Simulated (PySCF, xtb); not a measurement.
C3H3BN2O2, SMILES CB(N=C=O)N=C=O.

Geometry optimised at PBE0-D3(BJ)/def2-SVP. Other conformers were not sampled.

Method: IEF-PCM-ωB97X/def2-SVP in PySCF.

The values are the electrostatic part of the solvation free energy, E(continuum) − E(gas) at the gas-phase geometry, in a cavity of scaled van der Waals radii (PySCF's table); cavitation and dispersion terms are not included. In vacuum the orbital gap is 11.63 eV. The dipole moment in vacuum is 2.01 D.

| solvent | ε | ΔG(elec) (kcal/mol) | dipole (D) | gap (eV) |
|---|---|---|---|---|
| water | 78.36 | -3.5 | 2.48 | 11.74 |
| ethylethanoate | 5.99 | -2.7 | 2.38 | 11.71 |
| chloroform | 4.71 | -2.5 | 2.35 | 11.71 |

For comparison, GFN2-xTB/ALPB(water) (xtb, at the GFN2-xTB geometry, all terms of that model) gives -1.7 kcal/mol.
